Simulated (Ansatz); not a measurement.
Geometry optimisation, RKS B3LYP-D4/def2-SVP (Ansatz).

Input:

```yaml
crystal:
  periodic: [false, false, false]
  atoms:
    - { symbol: Ga, position_ang: [-0.21707, -0.28553, -1.059286] }
    - { symbol: O, position_ang: [1.212522, 0.297364, 1.487498] }
    - { symbol: H, position_ang: [0.945704, -0.428221, 2.071642] }
    - { symbol: H, position_ang: [1.806108, -0.140588, 0.833686] }
    - { symbol: H, position_ang: [-1.701964, 0.275575, -0.50514] }
basis:
  gaussian: { orbitals: def2-SVP }
hamiltonian:
  xc: b3lyp
  dispersion: d4
relax:
  f_tol: 0.03
  max_steps: 50
output:
  orbitals: {}
```

Run as:

```bash
$ ansatz run input.yaml --threads 1 --pin off --max-ram 2048MiB --backend cpu --events-out ev --progress --plain --runs-dir out
```

Q: Where does it end, and by what steps?

A: It converged. The force dipped under the threshold on the way, but the program's further checks kept it going. After 13 steps the energy has fallen by 0.231 eV; H5 moved furthest, 0.66 Å.

```
step  energy less start (eV)  largest force component (eV/Å)  accepted
   0                  0.0000                           0.780       yes
   1                 -0.0258                           1.669       yes
   2                 -0.0367                           2.517       yes
   3                 -0.1479                           1.343       yes
   4                 -0.1833                           0.701       yes
   5                 -0.2164                           0.288       yes
   6                 -0.2257                           0.451       yes
   7                 -0.2280                           0.170       yes
   8                 -0.2302                           0.032       yes
   9                 -0.2303                           0.039       yes
  10                 -0.2307                           0.015       yes
  11                 -0.2302                           0.106        no
  12                 -0.2308                           0.038       yes
  13                 -0.2308                           0.014       yes
```

```xyz
5
Properties=species:S:1:pos:R:3
Ga -0.096 -0.068 -1.056
O 1.084 0.128 0.981
H 0.521 -0.091 1.736
H 1.943 -0.288 1.137
H -1.408 0.037 0.031
```

Whether the end is a true minimum wasn't checked by a vibrational analysis.

Run time: 23 s on 1 thread of Arm Neoverse V1, with other jobs on the host, peak memory 0.11 GiB.
